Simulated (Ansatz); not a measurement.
Gas-phase electronic energies from Ansatz, PBE0-D4/def2-TZVP geometries. CCSD(T)/CBS is the MP2 limit (def2-TZVPP, def2-QZVPP) plus CCSD(T) − MP2 in def2-TZVPP, frozen cores. This one scheme is used for every species. Functionals use def2-TZVPP. B3LYP here is the variant with VWN-RPA as its local correlation; programs differ in this. One conformer a species, not always the lowest.

`F[SiH](F)S[SiH3]` + H–F → `F[SiH](F)F` + `[SiH3]S`  (ligand exchange at the Si–S bond)

Is it downhill or uphill in electronic energy at CCSD(T)/CBS, and by how much? (Estimate.)

Computed: Downhill: ΔE = -87.6 kJ/mol.

What do these levels give: r2SCAN-D4, PBE0-D4, B3LYP-D4, ωB97X-V, r2SCAN, B3LYP, HF/def2-TZVPP, MP2/def2-TZVPP, SCS-MP2/def2-TZVPP, CCSD/def2-TZVPP, HF/CBS(def2), MP2/CBS(def2)? (An estimate is asked.)

Computed: r2SCAN-D4 -89.1, PBE0-D4 -77.8, B3LYP-D4 -89.1, ωB97X-V -89.5, r2SCAN -91.1, B3LYP -102.4, HF/def2-TZVPP -117.2, MP2/def2-TZVPP -87.8, SCS-MP2/def2-TZVPP -95.8, CCSD/def2-TZVPP -97.7, HF/CBS(def2) -120.2, MP2/CBS(def2) -82.4 kJ/mol.

Largest T1 diagnostic among the species: 0.012.

The D4 term adds +13.3 kJ/mol with B3LYP and +7.2 kJ/mol with PBE0; it sums over pairs of atoms, weighted by their polarisabilities, and B3LYP, whose exchange is more repulsive, gets the larger term. In def2-TZVPP, CCSD(T) changes the Hartree–Fock value by +24.3 kJ/mol (the triples alone add +4.8 kJ/mol) and MP2 by +29.4 kJ/mol.
